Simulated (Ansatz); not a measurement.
Cartesian coordinates (Å):
SMILES: C=C=[SiH2]
```xyz
7

C     -1.5111     0.1618    -0.0234
C     -0.2135     0.0228    -0.0034
Si     1.4607    -0.1564     0.0225
H     -2.1405    -0.1553     0.8063
H     -2.0336     0.6023    -0.8707
H      2.1055    -1.3741    -0.4863
H      2.3326     0.8990     0.5551
```
Charge 0, multiplicity 1.

Level of theory: frozen-core CCSD(T)/cc-pVTZ // B3LYP-D3(BJ)/def2-TZVP in Ansatz (a program for electronic structure). The restricted HF reference is unstable towards unrestricted orbitals.

The HF energy is -366.92806 Ha and the MP2 correlation energy is -0.43738 Ha.

Estimate the CCSD correlation energy, the (T) correction, the total energy and the T1 diagnostic.


The CCSD correlation energy is -0.46992 Ha and the (T) correction is -0.02414 Ha. The CCSD(T) total energy is -367.42212 Ha and the T1 diagnostic is 0.015.
